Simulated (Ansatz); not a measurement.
Program: Ansatz. Geometries: PBE0-D4/def2-TZVP. ΔE: electronic, gas phase. CCSD(T)/CBS adds triple-zeta CCSD(T) − MP2 to the extrapolated MP2 energy (def2 sets, frozen cores). Functionals use def2-TZVPP. For Ge outer-core shells are correlated without core-valence functions, which leaves a few kJ/mol of doubt a bond. Scalar relativity is left out up to krypton. Each species was taken in one conformer, which may not be the lowest.

Consider the redistribution: `[SiH3][GeH2][SiH2][GeH2][SiH2][GeH3]` + `[Cl][GeH2][GeH3]` → `[GeH3][SiH2][GeH2][SiH2][GeH2][GeH3]` + `[SiH3][GeH2][Cl]`.

`[SiH3][GeH2][SiH2][GeH2][SiH2][GeH3]`:

Cartesian coordinates in Å:
```
Si 0.336 -1.316 -2.377
Ge 1.974 -1.373 -0.651
Si 1.058 -1.145 1.537
Ge 0.638 1.144 2.040
Si -0.672 2.125 0.313
Ge -2.609 0.793 -0.055
H -0.334 0.010 -2.428
H -0.690 -2.363 -2.133
H 0.982 -1.572 -3.693
H 2.729 -2.714 -0.749
H 3.005 -0.251 -0.885
H -0.218 -1.909 1.618
H 2.004 -1.717 2.535
H -0.110 1.258 3.382
H 1.980 1.889 2.179
H -1.077 3.511 0.676
H 0.141 2.187 -0.932
H -3.547 0.890 1.161
H -3.380 1.238 -1.309
H -2.211 -0.683 -0.228
```

`[Cl][GeH2][GeH3]`:

```xyz
8

Cl    0.581   -0.710   -2.507
Ge   -0.754   -0.275   -0.856
Ge    0.636    0.323    1.035
H    -1.666    0.866   -1.334
H    -1.583   -1.549   -0.631
H     1.556   -0.857    1.376
H    -0.250    0.650    2.248
H     1.479    1.552    0.670
```

`[GeH3][SiH2][GeH2][SiH2][GeH2][GeH3]`:

Cartesian coordinates in Å:
```
Ge 2.510 0.322 1.064
Si 0.659 1.645 1.762
Ge -0.926 1.989 0.016
Si -2.436 0.155 -0.136
Ge -1.206 -1.877 -0.255
Ge 0.375 -1.771 -2.090
H 3.159 0.938 -0.188
H 3.568 0.254 2.179
H 2.077 -1.114 0.726
H 1.178 2.960 2.230
H -0.017 0.984 2.914
H -1.710 3.291 0.277
H -0.180 2.156 -1.322
H -3.287 0.292 -1.351
H -3.321 0.157 1.061
H -0.446 -2.084 1.068
H -2.144 -3.083 -0.453
H -0.382 -1.845 -3.428
H 1.146 -0.441 -2.047
H 1.385 -2.928 -2.026
```

`[SiH3][GeH2][Cl]`:

Cartesian coordinates in Å:
```
Si 0.509 0.321 1.090
Ge -0.447 -0.481 -0.937
Cl -0.912 1.269 -2.131
H 0.856 -0.830 1.964
H -0.477 1.191 1.777
H 1.736 1.094 0.771
H -1.775 -1.231 -0.747
H 0.510 -1.332 -1.786
```

```tsv
level	ΔE (kJ/mol)
r2SCAN0-D4	-0.2
CCSD/def2-TZVPP	-2.2
```

**Question.** What does CCSD(T)/CBS give? (Best estimate.)

**Answer.** The calculation gave: -1.2 kJ/mol. The listed levels differ from it by 1.0, -1.0 kJ/mol.

Largest T1 diagnostic among the species: 0.013.

Leaving LDA and LC-ωPBE aside and taking each functional with its dispersion term where it has one, the values, not all of them listed here, spread over 1.6 kJ/mol, from PBE-QIDH to revPBE-D4.
